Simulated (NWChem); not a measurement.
## Excited singlets of H₂PbS by symmetry

```xyz
4

Pb     0.3512    -0.2600     0.0000
H      1.4267     1.2656     0.0000
S     -1.7261     1.2401     0.0000
H     -2.6092     0.2123     0.0000
```
Charge 0, spin multiplicity 1.

Program: NWChem. The geometry was optimised at B3LYP/def2-SVP with def2 effective core potentials on Pb, a minimum by its harmonic frequencies. It is one conformer; others weren't searched.

Basis set: def2-SVPD. Symmetry labels belong to the abelian group Cs used in the runs, with the axes of the coordinates shown. Entries are the lowest vertical excitation energy of each symmetry in eV (for CIS and TDDFT among the lowest few roots); a state of one symmetry need not have the same character in every method. Symmetries that some method's roots don't reach, or where a double excitation leads the EOM-CCSD root, are left out.

Effective core potentials replace the inner electrons of Pb; spin-orbit coupling is left out. The correlated methods keep 9 core orbitals frozen. B3LYP has NWChem's definition, with VWN1-RPA local correlation. The structure started from a generated list of species. Coupled-cluster values serve here as a point of comparison, not as the truth.

| method | a" | a' |
|---|---|---|
| CIS | 3.40 | 4.91 |
| TD-PBE | 2.91 | 3.47 |
| TD-B3LYP | 2.97 | 3.61 |
| TD-PBE0 | 3.05 | 3.76 |
| EOM-CCSD | 3.11 | 3.90 |
